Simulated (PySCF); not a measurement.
CH₇NSi₃, SMILES [SiH3][Si@H]1N=C[SiH2]1.

Geometry optimised at PBE-D3(BJ)/def2-SVP. The structure was generated by enumeration; whether it is a known compound was not checked.

Two levels are set side by side: TDDFT-PBE/def2-SVPD (PySCF) and TDDFT-CAM-B3LYP/def2-SVPD (PySCF). Vertical, same geometry. The lowest singlet is HOMO→LUMO 99 % with PBE and HOMO→LUMO 95 % with the other functional; states are paired by order. Differences are taken from unrounded values.

| quantity | TDDFT-PBE |
|---|---|
| lowest singlet excitation (eV) | 3.45 |
| lowest triplet excitation (TDA) (eV) | 2.76 |
| first bright state (f over 0.05) (eV) | 5.74 |
| its oscillator strength | 0.10 |

Task: These are the TDDFT-PBE values. What does TDDFT-CAM-B3LYP give? (Estimate from the structure and the level; the computed values follow.)

Result: 
| quantity | TDDFT-CAM-B3LYP | TDDFT-PBE minus TDDFT-CAM-B3LYP |
|---|---|---|
| lowest singlet excitation (eV) | 3.65 | -0.19 |
| lowest triplet excitation (TDA) (eV) | 2.94 | -0.18 |
| first bright state (f over 0.05) (eV) | 5.95 | -0.21 |
| its oscillator strength | 0.05 | 0.05 |

Functionals without exact exchange tend to place singlet excitations lower, as here. Differences between two approximate levels are no errors against the true value.

Rough cost on one machine, each run with all the roots and properties that it gave: TDDFT-CAM-B3LYP against TDDFT-PBE about 7 times.
